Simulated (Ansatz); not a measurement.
`Br[C]1=[CH][AlH]1` + H₂Te → `[TeH][C]1=[CH][AlH]1` + HBr  (substitution at a C–Br bond)

Gas-phase electronic energies from Ansatz, PBE0-D4/def2-TZVP geometries. CBS: MP2 limit from def2 TZ/QZ plus the TZ coupled-cluster correction, frozen cores. DFT in def2-TZVPP. B3LYP here is the variant with VWN-RPA as its local correlation; programs differ in this. def2 core potentials past Kr. For Br, Te outer-core shells are correlated without core-valence functions, which leaves a few kJ/mol of doubt a bond. Scalar relativity is left out up to krypton.

```csv
species,B3LYP energy (Eh)
`Br[C]1=[CH][AlH]1`,-2894.00925
H₂Te,-269.30622
`[TeH][C]1=[CH][AlH]1`,-588.53225
HBr,-2574.78969
```

(1) Work out ΔE.

Largest T1 diagnostic among the species: 0.014.

## Answers

(1) ΔE = (-588.53225) + (-2574.78969) − (-2894.00925) − (-269.30622) = -0.00647 Eh = -0.18 eV. CCSD(T)/CBS gives -0.29 eV.

Leaving LDA and LC-ωPBE aside and taking each functional with its dispersion term where it has one, the values, not all of them listed here, spread over 0.05 eV, from PBE-QIDH to ωB97X-V. In def2-TZVPP, CCSD(T) changes the Hartree–Fock value by −0.08 eV (the triples alone add −0.02 eV) and MP2 by −0.12 eV. At CCSD(T), def2-SVP lies +0.05 eV from the extrapolated value and def2-TZVPP +0.04 eV.
